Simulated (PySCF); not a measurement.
C₂H₇O, SMILES CC[OH2+], charge +1.

Geometry optimised at B3LYP-D3(BJ)/def2-TZVP. The isomer is the one that the SMILES or the coordinates give; other isomers of the formula were not compared.

Two levels are set side by side: TDDFT-PBE/def2-SVPD (PySCF) and TDDFT-ωB97X/def2-SVPD (PySCF). Vertical, same geometry. The lowest singlet is HOMO→LUMO 100 % with PBE and HOMO→LUMO 81 % with the other functional; states are paired by order. Differences are taken from unrounded values.

```csv
quantity,TDDFT-PBE
lowest singlet excitation (eV),7.49
lowest triplet excitation (TDA) (eV),7.32
first bright state (f over 0.05) (eV),8.29
its oscillator strength,0.07
```

Question: These are the TDDFT-PBE values. What does TDDFT-ωB97X give? (Estimate from the structure and the level; the computed values follow.)

Answer: 
| quantity | TDDFT-ωB97X | TDDFT-PBE minus TDDFT-ωB97X |
|---|---|---|
| lowest singlet excitation (eV) | 9.35 | -1.86 |
| lowest triplet excitation (TDA) (eV) | 8.96 | -1.64 |
| first bright state (f over 0.05) (eV) | 10.38 | -2.10 |
| its oscillator strength | 0.16 | -0.09 |

Functionals without exact exchange tend to place singlet excitations lower, as here. Differences between two approximate levels are no errors against the true value.

Rough cost on one machine, each run with all the roots and properties that it gave: TDDFT-ωB97X against TDDFT-PBE about 7 times.
